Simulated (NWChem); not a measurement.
A series in which one site is exchanged, each optimised at PBE0/def2-SVP with NWChem, gas phase unless a solvent is named. Some are not confirmed as minima by frequencies. def2 effective core potentials on Sn; no spin-orbit coupling.

A: C[SiH](F)F (CH₄F₂Si; site = Si)
B: CC(F)F (C$_{2}$H$_{4}$F$_{2}$; site = C)
C: [CH3][SnH]([F])[F] (CH₄F₂Sn; site = Sn)
D: [GeH]([F])([F])[CH3] (CH$_{4}$F$_{2}$Ge; site = Ge)

Problem. Rank them by dipole (D), PBE0/def2-SVP, lowest first.

Solution. B (2.07), A (2.27), D (3.18), C (4.09)
